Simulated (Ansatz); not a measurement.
Coupled-cluster diagnostics for the cluster B12⁺, Ansatz.

Geometry of the doublet (r2SCAN-D4/def2-SVP):

```xyz
12

B    -0.9733    0.3042   -1.5372
B     0.4155    0.2814    1.7686
B     0.0998   -0.9092   -1.5386
B    -0.3216    1.6220   -0.7162
B    -0.1112   -1.2604    1.3422
B    -1.1810   -0.0440    1.3445
B     0.6690    0.6750   -1.5737
B    -1.5962    0.7254   -0.0806
B     0.5233   -1.6718   -0.1123
B    -0.4431    1.4115    0.9342
B     1.4045   -0.6671    0.9108
B     1.5143   -0.4669   -0.7417
```

Correlated methods freeze 12 core orbitals. The structure comes from a short search, and lower isomers may exist.

**Question.** Estimate the CCSD(T) correlation energy, the shares of MP2 and (T), T1 and the reference's ⟨S²⟩ for: charge 1, doublet, own geometry in def2-SVP; and the rough time on 4 threads of Intel Xeon on a shared host.

**Answer.** 
```tsv
state	basis	correlation (eV)	MP2 share (%)	(T) share (%)	T1	⟨S²⟩ (pure)	wall time
charge 1, doublet, own geometry	def2-SVP	-30.444	94.2	8.0	0.027	0.81 (0.75)	2.1 min
```
Customary marks for T1 are 0.02 (closed shells), 0.045 (open shells) and about 0.05 (3d metals). T1 exceeds 0.02 in 1 of 1 rows and 0.045 in 0; the higher it lies, the less the single-reference result can be trusted.
